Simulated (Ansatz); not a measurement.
`CO[SiH2]F` + `[SiH3]S` → `F[SiH2]S[SiH3]` + CH₃OH at 400 K and 1 bar (ligand exchange at the Si–O bond).

Computed with Ansatz on PBE0-D4/def2-TZVP structures; ΔE is electronic, products minus reactants. CCSD(T)/CBS is the MP2 limit (def2-TZVPP, def2-QZVPP) plus CCSD(T) − MP2 in def2-TZVPP, frozen cores. This one scheme is used for every species. One conformer a species, not always the lowest.

```json
{"species": "`CO[SiH2]F`", "CCSD(T)/CBS energy (Eh)": "-505.20189", "H − E (kJ/mol)": "191.9", "S (J/(mol·K))": "345.4"}
{"species": "`[SiH3]S`", "CCSD(T)/CBS energy (Eh)": "-689.27336", "H − E (kJ/mol)": "109.8", "S (J/(mol·K))": "293.0"}
{"species": "`F[SiH2]S[SiH3]`", "CCSD(T)/CBS energy (Eh)": "-1078.84190", "H − E (kJ/mol)": "157.2", "S (J/(mol·K))": "388.0"}
{"species": "CH₃OH", "CCSD(T)/CBS energy (Eh)": "-115.61712", "H − E (kJ/mol)": "151.2", "S (J/(mol·K))": "252.6"}
```

H − E and S are ideal-gas, rigid-rotor, harmonic terms from PBE0-D4/def2-TZVP, for one conformer and one mirror image of each species. 1 Eh = 2625.50 kJ/mol, R = 8.31446 J/(mol·K).

Q: By hand: ΔE, ΔH, ΔS and ΔG.

A: ΔE = (-1078.84190) + (-115.61712) − (-505.20189) − (-689.27336) = 0.01623 Eh = 42.6 kJ/mol. Δ(H − E) = 157.2 + 151.2 − 191.9 − 109.8 = 6.7, so ΔH = 49.3 kJ/mol. ΔS = 388.0 + 252.6 − 345.4 − 293.0 = 2.2 J/(mol·K). ΔG = 49.3 − 400 × (2.2)/1000 = 48.4 kJ/mol.

Q: By hand: the equilibrium constant, and the temperature at which ΔG would vanish if ΔH and ΔS stayed fixed.

A: log₁₀ K = −ΔG/(RT ln 10) = -6.3. ΔG = 0 at ΔH/ΔS = 22409 K, far beyond where these terms or the molecules hold.

The number of gas molecules stays the same, so ΔS is small and ΔH decides. A doubt of 5 kJ/mol in ΔE shifts log₁₀ K by 0.7 here. Other conformers and mirror images would add mixing entropy, several J/(mol·K) or more a flexible species. Modes under 60 cm⁻¹, often nearly free rotors, make the harmonic entropy too high. These are equilibria of isolated gas molecules and say nothing of rates. Largest T1 diagnostic: 0.012 (customary marks: 0.02 for closed shells, 0.045 for open ones).
